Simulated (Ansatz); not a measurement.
Other settings, tried on Sn(NCS)H3 (CH3NSSn).

```yaml
crystal:
  periodic: [false, false, false]
  atoms:
    - {symbol: Sn, position_ang: [-0.002236, -0.002465, -1.246872]}
    - {symbol: N, position_ang: [-0.005894, 0.015660, 0.787521]}
    - {symbol: C, position_ang: [0.001832, 0.007340, 1.979438]}
    - {symbol: S, position_ang: [0.010998, -0.001986, 3.563264]}
    - {symbol: H, position_ang: [1.643006, -0.002332, -1.691979]}
    - {symbol: H, position_ang: [-0.826973, 1.415996, -1.707628]}
    - {symbol: H, position_ang: [-0.820734, -1.432213, -1.683734]}
basis:
  gaussian: {orbitals: def2-mTZVP}
hamiltonian: {xc: {name: BHLYP}}
output: {forces: true}
```

```sh
$ ansatz run in.yaml --threads 4 --pin off --events-out ev --progress --plain --max-ram 3916MiB
```

Shortened log:

```
Functional definition: BHLYP
1063 factors; integrals over basis functions are off by at most 9.7e-4 eV
mean field evaluation 1: about -19235.1148 eV, gradient 4.6e1 eV
mean field evaluation 2: about -19229.4030 eV, gradient 6.6e1 eV
mean field evaluation 4: about -19239.3454 eV, gradient 3.0e0 eV
mean field evaluation 8: about -19239.3691 eV, gradient 5.4e-2 eV
mean field -19239.36909566 eV, -707.0337733527 hartree, gradient 5.1e-5 eV, S^2 0.000000; 0 other end points of the search recorded, 0 dependent functions left out
reference -19239.36928814 eV, -707.0337804264 hartree; 27, 27 occupied and 78, 78 virtual orbitals, 1063 factors
Total energy: -19239.36928814 eV, -707.0337804264 hartree
Atom 0 at    -0.002236    -0.002465    -1.246872 Å, force     0.000402    -0.000771     0.001403 eV/Å
Atom 1 at    -0.005894     0.015660     0.787521 Å, force     0.012104    -0.012164     1.887644 eV/Å
Atom 2 at     0.001832     0.007340     1.979438 Å, force    -0.012887     0.011798    -2.103346 eV/Å
Atom 3 at     0.010998    -0.001986     3.563264 Å, force     0.000465     0.000144     0.070385 eV/Å
Atom 4 at     1.643006    -0.002332    -1.691979 Å, force    -0.164804    -0.000182     0.047626 eV/Å
Atom 5 at    -0.826973     1.415996    -1.707628 Å, force     0.082563    -0.142011     0.049510 eV/Å
Atom 6 at    -0.820734    -1.432213    -1.683734 Å, force     0.082158     0.143185     0.046779 eV/Å
Dipole moment:    -0.000620    -0.004321    -1.019017 e Å
```

It took 3 s on 4 threads of Intel Xeon on a shared host.

In the def2 sets Sn takes a core potential; there is no spin–orbit coupling.
